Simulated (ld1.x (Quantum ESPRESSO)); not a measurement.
## Logarithmic derivatives: arsenic, PAW

arsenic, PAW, made with ld1.x (Quantum ESPRESSO) 7.5 (PBEsol, scalar-relativistic). Core [Ar] 3d10, reference 4s1.5 4p3.5. Waves: 4s (bound): rcut 1.40, rcutus 1.75 bohr; 4s channel at 3.15 Ry: rcut 1.40, rcutus 1.75 bohr; 4p (bound): rcut 1.50, rcutus 1.60 bohr; 4p channel at 1.15 Ry: rcut 1.50, rcutus 1.60 bohr; 4d channel at 0.2 Ry: rcut 1.45, rcutus 1.95 bohr; 4d channel at 2.15 Ry: rcut 1.45, rcutus 1.95 bohr. Local part: all-electron potential smoothed inside 1.20 bohr (lloc = -2). Core correction: Bessel-smoothed model core inside 1.20 bohr. Augmentation charge: PSQ, inside the norm-conserving radii.

The phase is arctan(r·u′/u) with u = r·R(r), unwrapped; energies in Ry, scanned from -3 to 5 Ry. A pole is an energy at which the radial function vanishes at the test radius. The pseudo phase is shifted by a multiple of π to meet the all-electron one at the reference energy, and phase errors are pseudo minus all-electron; the curves can meet again beyond the range given. Levels narrower than the energy grid can be missing from the lists of poles.

Problem. For each channel, where are the poles, and over which energies does the pseudopotential scatter like the atom?

Solution.

| channel | radius (bohr) | reference energy (Ry) | poles, all-electron | poles, pseudo | unbroken range about the reference energy with phases within 0.05 rad | phase error 1 Ry above the reference energy (rad) |
| --- | --- | --- | --- | --- | --- | --- |
| s | 2.14 | -1.10 | 0.77 | 0.77 | the whole range | -0.000 |
| p | 2.14 | -0.41 | 2.24 | 2.23 | the whole range | +0.000 |
| d | 2.14 | 0.20 | 4.77 | none | -2.7 to 1.5 | -0.016 |

Phases in the p channel:

```
E (Ry)  all-electron  pseudo
 -3.00         1.232   1.231
 -2.52         1.182   1.181
 -2.04         1.106   1.106
 -1.56         0.977   0.977
 -1.08         0.718   0.718
 -0.60         0.126   0.126
 -0.12        -0.701  -0.701
  0.36        -1.145  -1.145
  0.84        -1.344  -1.344
  1.32        -1.453  -1.453
  1.80        -1.524  -1.524
  2.28        -1.575  -1.575
  2.76        -1.617  -1.617
  3.24        -1.654  -1.656
  3.72        -1.691  -1.694
  4.20        -1.729  -1.735
  4.68        -1.774  -1.786
```
